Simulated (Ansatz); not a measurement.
C7H8O, SMILES c1c(C)ccc(O)c1.

The structure is a stationary point at ωB97X-D3(BJ)/def2-SVP. One conformer was computed; it need not be the lowest.

Two levels are set side by side: PBE/def2-SVPD (Ansatz, a program for electronic structure) and PBE0/def2-SVPD (Ansatz). Energy differences of separate SCF runs at the same geometry; the states with an electron removed or added have multiplicity 2 and 2. Differences are taken from unrounded values.

```json
[
 {"quantity": "vertical ionisation energy (eV)", "PBE": "8.05"},
 {"quantity": "vertical singlet–triplet gap (eV)", "PBE": "3.88"}
]
```

Question: These are the PBE values. What does PBE0 give? (The exact figures need the calculation; the answer reports its results.)

Answer: 
```json
[
 {"quantity": "vertical ionisation energy (eV)", "PBE0": "8.17", "PBE minus PBE0": "-0.12"},
 {"quantity": "vertical singlet–triplet gap (eV)", "PBE0": "3.91", "PBE minus PBE0": "-0.03"}
]
```

Here PBE gives about what the other level gives.
